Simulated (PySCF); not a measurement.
C3H8OSi.
SMILES with atom numbers: `[CH3:1][O:2][C@@H:3]1[CH2:4][SiH2:5]1` (hydrogens: H6, H7, H8 on C1; H9 on C3; H10, H11 on C4; H12, H13 on Si5)

Geometry (GFN2-xTB, Å), atoms numbered from 1 in this order:
```
atom  x, y, z in Å
C1     1.6698   -1.0462    0.5607
O2     0.7822   -0.0589    1.0079
C3     0.1110    0.5859   -0.0390
C4    -1.1677    1.3009    0.3815
Si5   -1.4802   -0.1909   -0.7250
H6     2.1090   -1.5033    1.4457
H7     1.1434   -1.8096   -0.0291
H8     2.4651   -0.6153   -0.0611
H9     0.7903    1.1442   -0.6862
H10   -1.3818    1.2328    1.4383
H11   -1.2859    2.3086    0.0094
H12   -1.8119    0.0554   -2.1156
H13   -1.9476   -1.4031   -0.0837
```

Method: TDDFT PBE0/def2-SVPD, vertical, gas phase, core orbitals frozen in the response (PySCF 2.14.0, density-fitted response routines).

Transition dipole moments from the ground state, in atomic units and in the frame of the coordinates above (overall signs are arbitrary), for the states with f of 0.002 or more among the lowest 7:

```csv
state,E (hartree),μx,μy,μz
S1,0.2079,-0.687,-0.614,-0.459
S2,0.2170,0.141,0.134,0.298
S3,0.2258,-0.107,0.023,-0.199
S4,0.2315,0.742,-0.097,0.147
S6,0.2572,0.126,-0.139,0.082
S7,0.2632,0.033,0.243,0.128
```

Question: Work out the oscillator strengths.

Answer: f = (2/3) ΔE |μ|² with ΔE in hartree (27.2114 eV).

| state | \|μ\|² (au) | \|μ\| (D) | f |
| --- | --- | --- | --- |
| S1 | 1.059 | 2.62 | 0.147 |
| S2 | 0.127 | 0.90 | 0.018 |
| S3 | 0.051 | 0.58 | 0.008 |
| S4 | 0.581 | 1.94 | 0.090 |
| S6 | 0.042 | 0.52 | 0.007 |
| S7 | 0.077 | 0.70 | 0.013 |

Question: Which bond between heavy atoms lies closest to the direction of the S1 transition dipole?

Answer: C3–Si5, at 15° from it; next C4–Si5 at 32°.

Question: What angle do the transition dipoles of S1 and S2 make?

Answer: |cos θ| = |μa·μb| / (|μa| |μb|) = 0.86, so θ ≈ 30° (taken between 0 and 90°, since the signs are arbitrary).

Question: What peak molar absorption coefficient would the strongest computed level give as a lone Gaussian band 0.4 eV wide at half height?

Answer: ε(max) = 2.175×10⁸ f / FWHM, with the width in cm⁻¹. S1: 2.175×10⁸ × 0.1467 / 3226 ≈ 9900 L mol⁻¹ cm⁻¹.

One conformer stands for the species.

Without π bonds the low states may be Rydberg-like; a valence basis with one diffuse set may place them up to an eV too high.
